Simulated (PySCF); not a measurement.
Pb(Cl)(NH2) (ClH2NPb), SMILES [NH2][Pb][Cl] (connectivity only; charge and spin as stated), neutral, multiplicity 1.

Coordinates come from a PBE-D3(BJ)/def2-TZVP optimisation. The def2 effective core potentials stand for the cores of Pb; spin–orbit coupling is left out. Other conformers were not sampled.

Computed with PySCF with M06-2X/def2-TZVPD.

Symmetry labels are those of the subgroup Cs that the program uses (full group Cs).

Question: List the valence orbital energies around the gap with their symmetry. (An estimate is asked for; the answer gives what the named calculation found.)

Answer: 
```tsv
orbital	symmetry	energy (eV)
HOMO−7	A'	-23.04
HOMO−6	A'	-15.61
HOMO−5	A'	-14.60
HOMO−4	A'	-10.82
HOMO−3	A"	-9.64
HOMO−2	A'	-9.58
HOMO−1	A'	-9.02
HOMO	A"	-8.49
LUMO	A"	-1.54
LUMO+1	A'	-0.31
LUMO+2	A'	0.25
LUMO+3	A'	0.33
```
